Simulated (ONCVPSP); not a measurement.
Potentials for rhenium (Re) compared

Generated with ld1.x 7.5 (TM, RRKJ, ultrasoft, PAW), atompaw 4.2 or ONCVPSP 4.0.1. The cutoff is in Ry: for ld1.x and atompaw files where the sum of valence levels is converged to 10 mRy in a Bessel basis, for ONCV files where the hardest occupied wave has 1 mHa per electron of residual kinetic energy. The error is the largest all-electron minus pseudo excitation energy over each file’s own four to seven test configurations (ionisations up to +4, promotions, holes and added fractions of an electron), all of which were solved. The labels leave out finer settings (local radius, basis sizes, second energies), which also bear on the numbers. Spin-polarised tests are not counted. The rows are a selection from randomly drawn settings: files with unsolved tests, undetermined cutoffs or missed reference levels are left out.

A true bound ghost makes a file unfit for plane-wave use even where its test errors are small: the radial tests pick states by their node count and pass the ghost by.

| potential | cutoff (Ry) | largest error (meV) | bound ghosts |
| --- | --- | --- | --- |
| ONCV, LDA (Perdew-Zunger), scalar-relativistic, rc 1.70/1.55/2.35 (spd), local smoothed, core correction no, reference 5s2 5p6 5d5 6s2, qcut 6.7/7.2/5.8, projectors 2/1/3 | 41 | +128 | none |
| ONCV, PBE, scalar-relativistic, rc 1.55/1.75/2.15/0.95 (spdf), local smoothed, core correction yes, reference 4f14 5s2 5p6 5d5 6s2, qcut 9.8/7.7/7.5/16.6, projectors 2/2/2/2 | 253 | -12 | s |
| ONCV, PW91, scalar-relativistic, rc 1.85/1.70/2.45/2.20 (spdf), local smoothed, core correction no, reference 5s2 5p6 5d5 6s1.5, qcut 6.1/8.5/5/5.8, projectors 2/2/3/2 | 44 | -6.1 | none |
| ONCV, Wu-Cohen, scalar-relativistic, rc 1.90/1.20/2.45 (spd), local smoothed, core correction yes, reference 5s2 5p6 5d6 6s1, qcut 6.3/6.6/6, projectors 2/2/1 | 276 | -8.1 | none |

Fill in the row for Re: ONCV, revPBE, scalar-relativistic, rc 1.60/1.55/2.45/0.65 (spdf), local smoothed, core correction no, reference 4f14 5s2 5p6 5d5 6s1.5, qcut 8.1/9.8/6.9/28.9, projectors 2/2/2/2.

cutoff 659 Ry, largest error -151 meV, bound ghosts: s, p.
